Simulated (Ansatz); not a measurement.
Input for Ansatz (an electronic-structure program): R-MP2/cc-pVTZ on C4H10 (SMILES CCCC), a point of a torsion scan.

Ansatz 0.2 input:
```yaml
crystal:
  periodic: [false, false, false]
  atoms:
    - {symbol: C, position_ang: [-1.61085035, -0.26670686, 0.44830345]}
    - {symbol: C, position_ang: [-0.74811705, 0.51807788, -0.53505921]}
    - {symbol: C, position_ang: [0.68491535, -0.01985878, -0.75578434]}
    - {symbol: C, position_ang: [1.05797060, -1.26852115, 0.03721293]}
    - {symbol: H, position_ang: [-1.16824171, -0.27735993, 1.44060961]}
    - {symbol: H, position_ang: [-1.75232608, -1.29222443, 0.11821557]}
    - {symbol: H, position_ang: [-2.59050756, 0.20169708, 0.52155808]}
    - {symbol: H, position_ang: [-0.68857319, 1.54971173, -0.18174267]}
    - {symbol: H, position_ang: [-1.26890972, 0.54242164, -1.49465953]}
    - {symbol: H, position_ang: [1.40067517, 0.76543348, -0.50349447]}
    - {symbol: H, position_ang: [0.82034777, -0.24178671, -1.81646762]}
    - {symbol: H, position_ang: [0.41190302, -2.10466512, -0.21599605]}
    - {symbol: H, position_ang: [0.99482411, -1.09021510, 1.10719452]}
    - {symbol: H, position_ang: [2.08240834, -1.55147006, -0.19716943]}
basis:
  gaussian:
    orbitals: cc-pVTZ
magnetization: {spin_polarized: false}
correlation: {method: mp2, electrons: outside_noble_gas}
scf: {lower_state_search: off}
```

The head of its log:

```
WARN ansatz: RAYON_NUM_THREADS=1 ignored (pool sized by the plan → 1); use --threads N
Functional definition: HF
these checks for a lower state are left out or cut short: stability, starts, cluster_reference, orbital_swaps, neighbouring_geometries, increment
integrals: 0.68 GiB planned
1443 factors; integrals over basis functions are off by at most 1.1e-3 eV
mean field: 0.80 GiB planned
mean field evaluation 1: about -4277.9126 eV, gradient 3.6e1 eV
mean field evaluation 2: about -4278.0905 eV, gradient 3.6e1 eV
mean field evaluation 4: about -4281.5291 eV, gradient 3.8e0 eV
mean field evaluation 8: about -4281.5775 eV, gradient 1.5e-1 eV
mean field -4281.57759692 eV, -157.3450745294 hartree, gradient 1.6e-6 eV, S^2 0.000000; 0 other end points of the search recorded, 0 dependent functions left out
4 core orbitals not correlated
reference -4281.57759692 eV, -157.3450745294 hartree; 13, 13 occupied and 243, 243 virtual orbitals, 1443 factors
```

Task: Predict the final total energy.

Result: -158.0647 hartree.
